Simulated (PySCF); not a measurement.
**Exercise with solution: chemical shift, span and skew from a shielding tensor**

C2H7NZn, SMILES C[CH2][Zn][NH2]. Atoms are numbered in the order given.

```xyz
11

Zn    -0.1346     0.1823     0.4123
C      0.8651    -1.1516    -0.6099
C      0.7576    -1.0252    -2.1359
H      0.5211    -2.1503    -0.2856
H      1.9229    -1.0911    -0.2966
H      1.1288    -0.0516    -2.4974
H     -0.2838    -1.1190    -2.4864
H      1.3423    -1.8043    -2.6580
N     -1.1150     1.4907     1.2464
H     -0.6067     2.1778     1.8029
H     -1.9165     1.1957     1.8038
```

Geometry: B3LYP-D3(BJ)/def2-SVP. The structure was generated by enumeration; whether it is a known compound was not checked. One conformer was computed; it need not be the lowest.

GIAO shieldings from PySCF with PBE/pcSseg-1, non-relativistic, no solvent. The symmetric part of the tensor of C2 has the principal values 165.4, 168.9, 189.6 ppm. The same nucleus in TMS has σ = 182.0 ppm at this level (PySCF, at its B3LYP-D3(BJ)/def2-TZVP geometry).

Q: Work out the isotropic shielding, the ¹³C shift against TMS, the span and the skew.

A: 
σ(iso) = (σ11 + σ22 + σ33)/3 = 174.6 ppm. δ = σ(ref) − σ(iso) = 182.0 − (174.6) = 7.4 ppm.
Span Ω = σ33 − σ11 = 24.2 ppm. Skew κ = 3(σ(iso) − σ22)/Ω = 0.71. Tumbling in solution averages the tensor to δ; in a static solid the shielding alone would spread this spin-1/2 line over Ω.
